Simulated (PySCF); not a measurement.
Isomers C$_{4}$H$_{8}$OSi:

A. `C1C(=CO[SiH3])C1`
B. SMILES C(C)(=O)[SiH]1CC1
C. SMILES CC#C[SiH2]OC

Spectrum 1. ¹³C{¹H} NMR (computed): δ 137.7 (CH), 108.1 (C), 5.6 (CH2), 4.9 (CH2).

Spectrum 2. ¹³C{¹H} NMR (computed): δ 113.0 (C), 84.4 (C), 53.0 (CH3), 5.9 (CH3).

Spectrum 3. ¹³C{¹H} NMR (computed): δ 243.3 (C), 36.3 (CH3), 0.9 (CH2).

A single conformation, equivalent nuclei averaged, no solvent, no relativistic terms. GFN2-xTB structure; PBE0/pcSseg-1 with gauge-including orbitals; PySCF 2.14.0 with density-fitted response routines.

References, each an isolated molecule treated in the same way: TMS for ¹³C. Shifts are as computed. Against solution values, carbons near 30 ppm lie about +3 ppm off and those near 130 ppm about +5 ppm. Of 1211 compounds with measured shifts, 218 miss one by over three times the rms of a fit or turn the order of signals round; such compounds aren't used in these exercises.

Question: Which spectrum belongs to which compound?

Answer: 1–A, 2–C, 3–B.

- Spectrum 1 (A): 4 ¹³C signals; δC 137.7 is an alkene carbon bearing oxygen; δC 108.1 is a β carbon of an enol-ether or enamine type C=C.
- Spectrum 2 (C): 4 ¹³C signals; δC 84.4 is an alkyne carbon; δC 53.0 is a methyl carbon bonded to O.
- Spectrum 3 (B): 3 ¹³C signals; δC 36.3 is a methyl carbon α to a carbonyl; δC 0.9 is a three-membered-ring carbon.
